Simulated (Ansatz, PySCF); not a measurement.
BI₂, SMILES [B+](I)I, charge +1. Atoms are numbered in the order given.

```xyz
3

B      0.0000     0.0000     0.0000
I      0.0000     0.0000    -1.9744
I      0.0000     0.0000     1.9744
```
Charge +1, spin multiplicity 1.

Geometry: B3LYP-D3(BJ)/def2-TZVP. The def2 effective core potentials stand for the cores of I; spin–orbit coupling is left out.

Two levels are set side by side: PBE-D3(BJ)/def2-TZVP (Ansatz, an electronic-structure program) and B3LYP-D3(BJ)/def2-TZVP (Ansatz). Each level has its own optimised geometry; the coordinates shown are those of the second. Frequencies come from the Hessian of PySCF at each geometry. Differences are taken from unrounded values.

```json
[
 {"quantity": "mean bond length (Å)", "B3LYP-D3(BJ)": "1.974"},
 {"quantity": "bond B1–I2 (Å)", "B3LYP-D3(BJ)": "1.974"},
 {"quantity": "bond B1–I3 (Å)", "B3LYP-D3(BJ)": "1.974"},
 {"quantity": "highest harmonic wavenumber (cm⁻¹)", "B3LYP-D3(BJ)": "1088"},
 {"quantity": "mean harmonic wavenumber (cm⁻¹)", "B3LYP-D3(BJ)": "444"},
 {"quantity": "zero-point energy (kcal/mol)", "B3LYP-D3(BJ)": "2.54"}
]
```

### Question
What does PBE-D3(BJ) give, and how far is it from B3LYP-D3(BJ)? (An estimate is asked for; the answer gives what the named calculation found.)

### Answer

| quantity | PBE-D3(BJ) | PBE-D3(BJ) minus B3LYP-D3(BJ) |
|---|---|---|
| mean bond length (Å) | 1.978 | 0.003 |
| bond B1–I2 (Å) | 1.978 | 0.003 |
| bond B1–I3 (Å) | 1.978 | 0.003 |
| highest harmonic wavenumber (cm⁻¹) | 1085 | -2 |
| mean harmonic wavenumber (cm⁻¹) | 439 | -4 |
| zero-point energy (kcal/mol) | 2.51 | -0.03 |

On these quantities the two levels nearly agree.
